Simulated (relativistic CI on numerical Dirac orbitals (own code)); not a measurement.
## Calculated levels, Nd31+

These numbers are calculated, not measured: Dirac-Coulomb-Breit CI, orbitals from a KLI potential per configuration, QED by a radiative potential, unscaled Slater integrals (own radial code, finite nucleus).

Configuration list (outside the closed core [Ar]): 3d10 4s, 3d10 4p, 3d10 4d, 3d10 4f, 3d10 5s, 3d10 5p, 3d10 5d, 3d10 5f, 3d10 5g, 3d9 4p2, 3d10 6s, 3d10 6p, 3d10 6d, 3d8 4s 4p2, 3d9 4s2, 3d10 6f. Levels of other configurations are missing.

The lowest level is 3d10 4s 2S_1/2, with 100 % of that term; Hund's rules for 3d10 4s give 2S with J = 1/2, in agreement.

```tsv
No.	Configuration	Term	J	E (eV)	%	Landé g	Lifetime (s)
1	3d10 4s	2S	1/2	0.00	100	1.998	
2	3d10 4p	2P°	1/2	65.64	100	0.662	3.51e-11
3	3d10 4p	2P°	3/2	98.44	100	1.331	1.01e-11
4	3d10 4d	2D	3/2	203.59	100	0.797	3.46e-12
5	3d10 4d	2D	5/2	210.32	100	1.198	5.70e-12
6	3d10 4f	2F°	5/2	322.93	100	0.855	5.48e-12
7	3d10 4f	2F°	7/2	324.15	100	1.141	6.23e-12
8	3d10 5s	2S	1/2	506.77	100	2.000	4.09e-13
9	3d10 5p	2P°	1/2	537.94	100	0.664	5.12e-13
10	3d10 5p	2P°	3/2	552.97	100	1.332	6.82e-13
11	3d10 5d	2D	3/2	602.11	100	0.798	7.27e-13
12	3d10 5d	2D	5/2	605.31	100	1.199	6.59e-13
13	3d10 5f	2F°	5/2	654.67	100	0.855	4.08e-13
14	3d10 5f	2F°	7/2	655.44	100	1.142	4.03e-13
15	3d10 5g	2G	7/2	677.11	100	0.887	1.95e-13
16	3d10 5g	2G	9/2	677.39	100	1.110	1.96e-13
17	3d10 6s	2S	1/2	754.25	100	2.001	4.60e-13
18	3d10 6p	2P°	1/2	771.38	100	0.665	5.47e-13
19	3d10 6p	2P°	3/2	779.55	100	1.333	7.03e-13
20	3d10 6d	2D	3/2	806.49	100	0.799	7.10e-13
21	3d10 6d	2D	5/2	808.27	100	1.199	6.55e-13
22	3d9 4s2	2D	5/2	830.07	99	1.194	5.75e-10
23	3d10 6f	2F°	5/2	834.85	100	0.856	4.35e-13
24	3d10 6f	2F°	7/2	835.33	100	1.142	4.34e-13
25	3d9 4s2	2D	3/2	853.24	99	0.793	2.05e-10
26	3d9 4p2	2D	5/2	962.10	30	1.204	
27	3d9 4p2	4F	3/2	985.65	38	0.831	
28	3d9 4p2	4D	7/2	989.55	53	1.324	
29	3d9 4p2	2D	3/2	992.29	43	1.117	
30	3d9 4p2	2F	5/2	992.34	47	1.144	
31	3d9 4p2	2G	9/2	993.62	61	1.192	
32	3d9 4p2	2P	3/2	995.04	52	1.135	
33	3d9 4p2	2D	5/2	995.31	59	1.279	
34	3d9 4p2	2S	1/2	995.33	46	1.322	
35	3d9 4p2	2F	7/2	996.23	64	1.176	
36	3d9 4p2	4D	1/2	1011.49	82	0.211	
37	3d9 4p2	4F	3/2	1014.60	48	0.829	
38	3d9 4p2	4F	5/2	1014.99	54	1.062	
39	3d9 4p2	2G	7/2	1017.03	59	1.020	
40	3d9 4p2	2P	1/2	1018.30	50	1.560	
41	3d9 4p2	2F	5/2	1019.34	48	1.090	
42	3d9 4p2	2D	3/2	1020.11	45	1.218	
43	3d9 4p2	4F	9/2	1026.02	61	1.243	
44	3d9 4p2	2F	7/2	1026.72	68	1.213	
45	3d9 4p2	2P	1/2	1027.09	76	0.943	
46	3d9 4p2	2D	5/2	1029.15	75	1.239	
47	3d9 4p2	2P	3/2	1029.31	60	1.219	
48	3d9 4p2	2D	5/2	1036.82	72	1.184	
49	3d9 4p2	2D	3/2	1048.78	37	1.191	
50	3d9 4p2	4P	1/2	1049.70	56	1.936	
51	3d9 4p2	2F	7/2	1050.10	39	1.085	
52	3d9 4p2	2F	5/2	1050.71	43	1.073	
53	3d9 4p2	2D	3/2	1059.88	76	0.814
```

Energies count from the lowest computed level; ° marks odd parity; lifetimes are radiative, by E1, M1, E2, M2 decay to levels of this space only; some are left blank where a channel outside the calculation adds to the decay or the decay crosses a small, uncertain gap.

The mean weight of the leading LS term, summed over parents, in these 53 levels is 76 %, and that of the leading jj configuration (from the same eigenvectors) 98 %, so jj coupling describes them better and the LS labels are nominal.

At this charge energies of transitions that change n are usually good to better than 1 %, and those within a shell (Δn = 0) to a few per cent.

LS names give the leading component of a level, which can be under half, so a name can repeat, a term be missing and a line seem to break the LS rules.
